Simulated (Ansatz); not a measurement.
Geometry optimisation, RKS PBE0-D4/def2-SVP in Ansatz.

The input (input.yaml):

```yaml
crystal:
  periodic: [false, false, false]
  atoms:
    - { symbol: Ge, position_ang: [-0.331679, 0.589734, 1.083122] }
    - { symbol: H, position_ang: [-0.737272, -0.591109, -1.455046] }
    - { symbol: C, position_ang: [0.845393, -0.144793, -0.011205] }
    - { symbol: H, position_ang: [-0.344197, -0.910968, -1.939501] }
    - { symbol: H, position_ang: [-1.103586, -0.226634, 2.120057] }
    - { symbol: H, position_ang: [-0.750957, 2.053537, 0.961647] }
    - { symbol: H, position_ang: [1.093341, -1.206729, 0.039538] }
    - { symbol: H, position_ang: [1.329057, 0.436963, -0.798514] }
basis:
  gaussian: { orbitals: def2-SVP }
hamiltonian:
  xc: pbe0
  dispersion: d4
relax:
  f_tol: 0.03
  max_steps: 50
```

Run as:

```bash
$ ansatz run input.yaml --threads 2 --pin off --max-ram 3072MiB --backend cpu --events-out ev --progress --plain --runs-dir out
```

**Question.** Where does it end, and by what steps?

**Answer.** The run converged. After 6 steps the energy has fallen by 0.508 eV; H4 moved furthest, 1.02 Å.

```tsv
step	energy less start (eV)	largest force component (eV/Å)	accepted
0	0.0000	2.285	yes
1	-0.2568	0.437	yes
2	-0.3821	0.381	yes
3	-0.4485	0.423	yes
4	-0.4923	0.149	yes
5	-0.5074	0.046	yes
6	-0.5083	0.026	yes
```

```xyz
8
Properties=species:S:1:pos:R:3
Ge -0.299 0.686 1.286
H -0.624 -0.937 -2.085
C 0.920 -0.037 0.222
H -0.894 -1.215 -2.742
H -1.042 -0.119 2.350
H -0.693 2.160 1.200
H 1.190 -1.094 0.301
H 1.443 0.556 -0.532
```

Time of the run: 8.7 s on 2 threads of Arm Neoverse V2, on a shared host, peak memory 0.14 GiB.
